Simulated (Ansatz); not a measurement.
Frontier orbitals of AlH7O2Si2 (`O[SiH]([SiH3])[O][AlH2]`).

Cartesian coordinates in Å:
```
O -1.065 -1.827 0.663
Si -0.895 -0.300 0.072
Si -0.060 0.967 1.857
O 0.127 -0.254 -1.189
Al 1.389 -0.081 -2.292
H -1.551 -2.460 0.132
H -2.215 0.193 -0.420
H 1.262 0.438 2.292
H -0.990 0.950 3.019
H 0.125 2.381 1.426
H 2.346 1.166 -2.139
H 1.527 -1.174 -3.422
```

The species carries charge 0 and has multiplicity 1. Geometry: relaxed with PBE0-D4/def2-TZVP. It is one conformer, not always the lowest. Basis def2-TZVPP, Ansatz 0.2.0.

```json
{"functional": "PBE", "HOMO (eV)": "-6.48", "LUMO (eV)": "-1.99", "gap (eV)": "4.49"}
{"functional": "BLYP", "HOMO (eV)": "-6.38", "LUMO (eV)": "-1.89", "gap (eV)": "4.49"}
{"functional": "r2SCAN", "HOMO (eV)": "-6.76", "LUMO (eV)": "-1.61", "gap (eV)": "5.15"}
{"functional": "PBE0", "HOMO (eV)": "-7.68", "LUMO (eV)": "-1.21", "gap (eV)": "6.47"}
{"functional": "B3LYP", "HOMO (eV)": "-7.50", "LUMO (eV)": "-1.44", "gap (eV)": "6.06"}
{"functional": "HSE06 (plane-wave form)", "HOMO (eV)": "-7.28", "LUMO (eV)": "-1.57", "gap (eV)": "5.71"}
{"functional": "ωB97M-V", "HOMO (eV)": "-9.76", "LUMO (eV)": "0.37", "gap (eV)": "10.13"}
```

Against PBE, PBE0 changes HOMO and LUMO by −1.19 and +0.78 eV, ωB97M-V by −3.28 and +2.35 eV. A gap of 4.50 eV thus becomes 10.13 eV for the same molecule, so an orbital gap means little without its functional. A positive LUMO is unbound and depends on the basis.

B3LYP here is the variant with VWN-RPA as its local correlation; programs differ in this.
